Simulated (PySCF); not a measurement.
CH5F3Si2, SMILES [SiH](F)([Si@@H](F)C)F. Atoms are numbered in the order given.

```xyz
11

C     -2.2005     0.8833    -0.6839
Si    -0.9706    -0.5008    -0.3912
F     -1.5708    -1.5565     0.7251
Si     1.0432     0.3684     0.4607
F      1.4777     1.5741    -0.5628
F      2.2297    -0.7559     0.4148
H     -3.1462     0.4922    -1.1105
H     -2.4366     1.4206     0.2564
H     -1.7702     1.6135    -1.4006
H     -0.7023    -1.2665    -1.6575
H      1.0134     0.9387     1.8486
```

Geometry: PBE-D3(BJ)/def2-SVP. The structure was generated by enumeration; whether it is a known compound was not checked. Other conformers were not sampled.

All values below come from PBE/pcSseg-1 in PySCF.

GIAO shieldings, no solvent; atoms listed in one row are averaged. δ = σ(ref) − σ: ¹³C against TMS (σ = 182.0 ppm); ²⁹Si against TMS (σ = 335.4 ppm); ¹⁹F against CFCl3 (σ = 133.6 ppm); ¹H against TMS (σ = 31.49 ppm), references at their B3LYP-D3(BJ)/def2-TZVP geometries, non-relativistic.

| nucleus | atoms | count | δ (ppm) |
|---|---|---|---|
| ¹³C | C1 | 1 | 2.6 |
| ²⁹Si | Si2 | 1 | 21.5 |
| ²⁹Si | Si4 | 1 | 12.8 |
| ¹⁹F | F5 | 1 | -176.8 |
| ¹⁹F | F6 | 1 | -178.8 |
| ¹⁹F | F3 | 1 | -256.2 |
| ¹H | H11 | 1 | 6.27 |
| ¹H | H10 | 1 | 6.06 |
| ¹H | H7, H8, H9 | 3 | 1.08 |
